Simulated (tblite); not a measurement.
**Question.** Write Cartesian coordinates for `P(=C(\CC)[SiH3])/N(C)CC` as optimised with GFN2-xTB.

**Answer.** 
```xyz
25
C6H16NPSi angstrom
C      3.0297    1.5488    0.4441
C      2.8123    0.0450    0.5247
C      1.4156   -0.4167    0.2026
Si     1.2126   -2.2891    0.0937
P      0.2197    0.7543   -0.0218
N     -1.2233   -0.1589   -0.1926
C     -1.7621   -0.9190    0.9152
C     -2.2317    0.4380   -1.0503
C     -2.9957    1.6081   -0.4311
H      4.0659    1.7956    0.6683
H      2.3872    2.0657    1.1546
H      2.7934    1.9118   -0.5539
H      3.5107   -0.4548   -0.1545
H      3.0681   -0.2996    1.5337
H      0.0727   -2.6624   -0.7391
H      1.0693   -2.8775    1.4348
H      2.4431   -2.8161   -0.5095
H     -2.2455   -1.8231    0.5365
H     -2.4976   -0.3482    1.4910
H     -0.9551   -1.2100    1.5829
H     -2.9325   -0.3525   -1.3401
H     -1.7236    0.7857   -1.9549
H     -2.2911    2.3708   -0.1042
H     -3.5846    1.2866    0.4244
H     -3.6682    2.0416   -1.1665
```

Orientation and origin are arbitrary. Atoms count from 1 in this order. N6 (nitrogen bonded to 2 C and P) has angles 121.1°, 115.1° and 114.2°, sum 350.3°, 0.28 Å off the plane of its three neighbours. P5 (phosphorus bonded to C and N) is bent (angle 103.9°). The C–C distances run from 1.506 Å (C2–C3, drawn single) to 1.529 Å (C8–C9, drawn single), a spread of 0.023 Å. Si4 (SiH3 silicon) is tetrahedral (angles from 106.8° to 111.8°).

Bonds between heavy atoms (Å): C1–C2 1.522, C2–C3 1.506, C3–Si4 1.887, C3=P5 1.689, P5–N6 1.716, N6–C7 1.447, N6–C8 1.452, C8–C9 1.529.

Computed geometry: GFN2-xTB, gas phase.

Point group: C1 (no symmetry element, even within 0.4 Å). Its GFN2-xTB frequencies are all real (lowest 37 cm⁻¹). One conformer, not necessarily the lowest (C1–C2–C3–Si4 173°, C3–P5–N6–C7 67°, P5–N6–C8–C9 -75°). 3 starts were optimised and ended at 0.00, 0.35 and 0.36 kcal/mol (GFN2-xTB); the lowest of these is shown.
